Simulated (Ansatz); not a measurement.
Reaction (atomization): `C=C[Si](O)(O)O[SiH3]` → 2 C• + 8 H• + 3 O• + 2 Si•

Computed with Ansatz on PBE0-D4/def2-TZVP structures; ΔE is electronic, products minus reactants. CCSD(T)/CBS adds triple-zeta CCSD(T) − MP2 to the extrapolated MP2 energy (def2 sets, frozen cores). This one scheme is used for every species, atoms too. Functionals use def2-TZVPP. B3LYP here is the variant with VWN-RPA as its local correlation; programs differ in this. Open shells (•) are unrestricted, without spin–orbit coupling. Spin–orbit coupling would lower the free atoms: a little for C, O, Si. One conformer a species, not always the lowest.

`C=C[Si](O)(O)O[SiH3]`:

Z-matrix (Å, degrees):
```
Si
C 1 1.842
O 1 1.631 2 106.9
O 1 1.637 2 112.2 3 -119.9
O 1 1.636 2 110.5 3 121.3
C 2 1.330 1 122.6 3 122.8
H 2 1.089 1 119.1 3 -57.6
H 3 0.958 1 117.8 2 -166.4
H 4 0.958 1 116.3 2 -101.1
Si 5 1.635 1 144.9 2 -55.3
H 6 1.086 2 122.2 1 179.6
H 6 1.086 2 121.4 1 -1.0
H 10 1.486 5 110.1 1 -86.7
H 10 1.484 5 108.3 1 153.8
H 10 1.487 5 110.6 1 33.9
```

```
             level  ΔE (kJ/mol)
           PBE0-D4       5966.2
          B3LYP-D4       5999.2
            r2SCAN       6011.7
    MP2/def2-TZVPP       5995.8
CCSD(T)/def2-TZVPP       5871.0
SCS-MP2/def2-QZVPP       6076.4
      HF/CBS(def2)       4432.6
    CCSD/CBS(def2)       5956.6
```

Problem. What does CCSD(T)/CBS give? (An estimate is asked.)

Solution. Ansatz gave: +6041.9 kJ/mol. The listed levels differ from it by -75.7, -42.7, -30.2, -46.1, -170.9, 34.5, -1609.3, -85.3 kJ/mol.

Largest T1 diagnostic among the species: 0.012.

In def2-TZVPP, CCSD(T) changes the Hartree–Fock value by +1454.7 kJ/mol (the triples alone add +85.2 kJ/mol) and MP2 by +1579.6 kJ/mol; breaking electron pairs costs correlation energy, which Hartree–Fock lacks. From PBE to PBE0 (25 % exact exchange), in def2-TZVPP and without D4, ΔE moves by −98.0 kJ/mol: exact exchange takes away binding that semilocal exchange gives to molecules. The D4 term adds +59.8 kJ/mol with B3LYP and +32.1 kJ/mol with PBE0; it sums over pairs of atoms, weighted by their polarisabilities, and B3LYP, whose exchange is more repulsive, gets the larger term.

For atomizations the MP2-based limit and the directly extrapolated one differ by several kJ/mol either way, and by 10 to 25 for some Ge, Se and Sn compounds, so smaller differences from it don't rank the levels.
